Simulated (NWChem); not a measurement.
CH5S (+1)

```xyz
7

C     -0.3304     1.1462     0.0000
S      0.2629    -0.5685     0.0000
H      0.0956     1.6144     0.8983
H      0.0956     1.6144    -0.8983
H     -1.4261     1.1885     0.0000
H     -0.4943    -1.0989     0.9987
H     -0.4943    -1.0989    -0.9987
```
Charge +1, spin multiplicity 1.

Everything below was run with NWChem. All single points use one geometry, from PBE0/def2-SVP, a minimum by its harmonic frequencies.

Symmetry labels belong to the abelian group Cs used in the runs, with the axes of the coordinates shown.

The structure started from a generated list of species.

### Question
List the lowest 3 singlet excitations that TD-PBE/aug-cc-pVDZ gives, with oscillator strengths.

### Answer
```tsv
state	symmetry	energy (eV)	wavelength (nm)	f
1	a'	8.13	152	0.026
2	a"	8.22	151	0.025
3	a'	8.75	142	0.027
```
